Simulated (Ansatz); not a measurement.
A nudged elastic band was laid between two geometries of AsH3 + FGeH3 (9 atoms, charge 0, multiplicity 1).

These are results of Ansatz 0.2.0, RKS PBE0-D4/def2-SVP, not measurements.

```yaml
movable_images: 5
climbing_image: yes
spring: 5.0 eV/Å²
optimiser: quadratic models (default)
start_path: through a guess of the saddle point
force_threshold: 0.05 eV/Å
iteration_limit: 60
end_points: relaxed
```

Image 0:

```xyz
9
Properties=species:S:1:pos:R:3
Ge -1.172 -0.545 -1.474
F 0.549 -0.856 -1.408
H -1.805 -1.773 -2.146
H -1.637 -0.376 -0.020
H -1.352 0.736 -2.301
H 1.325 0.306 0.612
As 0.957 1.192 1.795
H 2.409 1.327 2.237
H 0.727 -0.011 2.705
```

Image 6:

```xyz
9
Properties=species:S:1:pos:R:3
Ge -1.049 0.093 -0.288
F 1.996 -0.434 -1.324
H -0.453 -1.297 -0.638
H -2.519 -0.138 0.102
H -0.977 0.975 -1.544
H 1.308 -1.022 -1.129
As 0.141 1.163 1.529
H 1.472 0.759 0.909
H 0.081 -0.099 2.384
```

(1) Which bonds break or form, and what moves?

(2) Give the energies along the band, and the barrier.

(3) What is the geometry of the highest image?

The band took 33 iterations and about 15 core-minutes.

Answers

(1) Bonds broken: Ge1–F2, H6–As7. Bonds formed: Ge1–As7, F2–H6. AsH3 + FGeH3 becomes AsGeH5 + FH.

(2) The forces met the threshold. The highest image is number 2 of 0 to 6, 1.79 eV above the first end and 1.69 eV above the last; the last end lies 0.10 eV above the first. Neighbouring images differ by up to 1.7 eV, so the band resolves the path poorly. A vibrational analysis at the climbing image gives one clearly imaginary mode, 741i cm⁻¹: a first-order saddle point. The orbitals stay closed-shell, which can raise the energy where a bond breaks towards radicals; this wasn't checked here.

```
image  path coordinate (Å)  energy (eV)  Ge1–F2 (Å)  H6–As7 (Å)  Ge1–As7 (Å)
    0                 0.00         0.00        1.75        1.52         4.27
    1                 1.45         0.06        1.75        1.52         3.61
    2                 2.90         1.79        2.03        1.93         2.87
    3                 3.90         0.76        2.70        2.30         2.54
    4                 4.91         0.18        3.30        2.64         2.45
    5                 5.91         0.13        3.36        3.12         2.43
    6                 6.92         0.10        3.26        3.63         2.42
```

(3) 
```xyz
9
Properties=species:S:1:pos:R:3
Ge -0.908 -0.255 -0.892
F 0.938 -1.083 -0.679
H -1.092 -1.363 -1.949
H -1.959 -0.458 0.208
H -0.879 1.113 -1.578
H 0.990 -0.349 0.132
As 0.403 1.079 1.286
H 1.904 1.310 1.119
H 0.603 0.005 2.351
```

Run time: 7.9 min on 2 threads of Intel(R) Xeon(R) Platinum 8488C (Sapphire Rapids), with other jobs on the host, peak memory 0.3 GiB.
